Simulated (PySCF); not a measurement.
This PySCF input asks for the NMR shieldings of SMILES [BH3-][P+]1(CCCC)C=C1, C6H14BP; the geometry comes from GFN2-xTB.

```python
import basis_set_exchange as bse
import numpy as np
from pyscf import gto, dft
from pyscf.prop import nmr

atoms = """
B    -2.781355   -0.104660   -1.140823
P    -1.542162   -0.054673    0.361283
C    -0.186119   -1.314174    0.585469
C     1.197180   -0.686878    0.465764
C     1.408070   -0.078090   -0.916677
C     2.738252    0.655351   -1.024242
C    -1.855648    0.629781    2.016461
C    -1.032655    1.398071    1.326432
H    -2.081394   -0.015170   -2.098717
H    -3.498825    0.823297   -0.959851
H    -3.308878   -1.166702   -1.046094
H    -0.312263   -1.802597    1.555263
H    -0.331342   -2.064245   -0.196340
H     1.962034   -1.444609    0.655909
H     1.305588    0.091740    1.226875
H     0.586965    0.617468   -1.122468
H     1.363837   -0.868422   -1.669119
H     2.786176    1.471698   -0.306635
H     3.565063   -0.023194   -0.824434
H     2.867575    1.068341   -2.021389
H    -2.361861    0.563202    2.956357
H    -0.498647    2.323849    1.374559
"""
names = dict.fromkeys(["B", "P", "C", "H"], "pcSseg-1")
basis = {el: gto.basis.parse(bse.get_basis(n, elements=[el], fmt="nwchem")) for el, n in names.items()}
mol = gto.M(atom=atoms, basis=basis, charge=0, verbose=0)
mf = dft.RKS(mol, xc="PBE0")
mf.grids.level = 2
mf.grids.alignment = dft.numint.BLKSIZE   # the property module wants whole blocks of grid points
mf.conv_tol = 1e-9
mf.kernel()

calc = nmr.RKS(mf)   # GIAO
C = mf.mo_coeff
Co = C[:, mf.mo_occ > 0]
resp = mf.gen_response(singlet=True, hermi=2)
def vind(x):   # induced exchange potential for any number of trial vectors
    d = np.einsum("pi,xij,qj->xpq", C, 2 * x.reshape(-1, C.shape[1], Co.shape[1]), Co, optimize=True)
    return np.einsum("xpq,pi,qj->xij", resp(d - d.transpose(0, 2, 1)), C, Co, optimize=True).ravel()
mo1, _ = nmr.rhf.solve_mo1(calc, with_cphf=vind)
sigma = calc.kernel(mo1)
for i, s in enumerate(sigma):   # ppm
    print("%2d %-2s %9.2f" % (i, mol.atom_pure_symbol(i), np.trace(s) / 3))
```

Problem. What are the results?

Solution. 
```
 0 B     143.83
 1 P     455.94
 2 C     150.38
 3 C     157.95
 4 C     159.07
 5 C     170.05
 6 C      41.93
 7 C      43.99
 8 H      30.29
 9 H      31.37
10 H      30.16
11 H      30.38
12 H      29.98
13 H      30.25
14 H      30.88
15 H      29.84
16 H      30.33
17 H      30.85
18 H      30.74
19 H      30.33
20 H      23.03
21 H      22.88
```

These numbers come from an equivalent density-fitted implementation of the same equations, which agrees with the script to about 0.01 ppm for H and up to a few tenths of a ppm for heavy atoms, so last digits may differ.

Size and cost of the density-fitted run: 213 basis functions, 72 s wall time on 1 thread of an Intel Xeon Platinum 8259CL, shared host; peak memory 1 GiB.
